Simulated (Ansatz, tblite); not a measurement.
Cost and result up the ladder for the cluster Ta2S2⁺ (the lowest doublet isomer of a short search) (4 atoms). The state is a doublet with charge 1. Geometry: r2SCAN-D4/def2-SVP.

```tsv
atom	x (Å)	y (Å)	z (Å)
Ta1	1.095	0.299	-0.621
Ta2	-0.163	-0.833	0.976
S3	-0.175	1.516	0.938
S4	-0.757	-0.981	-1.293
```

Ansatz on 4 threads of Arm Neoverse V2 on a shared host; xTB runs through tblite on one thread. Times are rough, summed over both states, and most runs start from the orbitals of an earlier one. RPA@PBE/def2-TZVP serves as the yardstick here, not as an exact answer. The other state is a quartet at its own geometry.

In the def2 sets Ta takes a core potential; there is no spin–orbit coupling. The xTB rows come from tblite. HSE06 is defined as in plane-wave codes, on full-range PBE exchange. Correlated methods freeze 10 core orbitals; core or outer-core shells of Ta are correlated, in sets that lack core-valence functions. The structure comes from a short search, and lower isomers may exist.

Run but left out: HF/def2-SVP, HF/def2-TZVP, MP2/def2-SVP, MP2/def2-TZVP, CCSD/def2-SVP, CCSD(T)/def2-SVP (doublet: ⟨S²⟩ 1.65 to 1.67, where a pure state has 0.75).

Correlated methods converge slowly with the basis.

xTB has no spin-polarisation term.

| level | functions | quartet − doublet (eV) | difference from RPA@PBE/def2-TZVP (eV) |
| --- | --- | --- | --- |
| GFN1-xTB | 36 | -0.18 | -1.09 |
| HSE06-D4/def2-TZVP | 154 | 0.83 | -0.08 |
| PBE0-D4/def2-TZVP | 154 | 0.83 | -0.08 |
| B97M-V/def2-TZVP | 154 | 0.81 | -0.09 |
| BLYP-D4/def2-TZVP | 154 | 0.91 | 0.01 |
| BHLYP-D4/def2-TZVP | 154 | 0.76 | -0.14 |
| r2SCAN-D4/def2-TZVP | 154 | 0.72 | -0.19 |
| GFN2-xTB | 36 | -0.67 | -1.58 |
| PBE-D4/def2-TZVP (with forces) | 154 | 0.88 | -0.03 |
| RPA@PBE/def2-TZVP | 154 | 0.91 | 0.00 |

Task: Estimate how long each takes.

Result: GFN1-xTB 0.007 s; GFN2-xTB 0.008 s; PBE-D4/def2-TZVP (with forces) 6.8 s; BLYP-D4/def2-TZVP 7.9 s; RPA@PBE/def2-TZVP 12 s; HSE06-D4/def2-TZVP 13 s; PBE0-D4/def2-TZVP 19 s; B97M-V/def2-TZVP 28 s; r2SCAN-D4/def2-TZVP 28 s; BHLYP-D4/def2-TZVP 32 s. On shared hardware such times vary by a factor of up to 3.
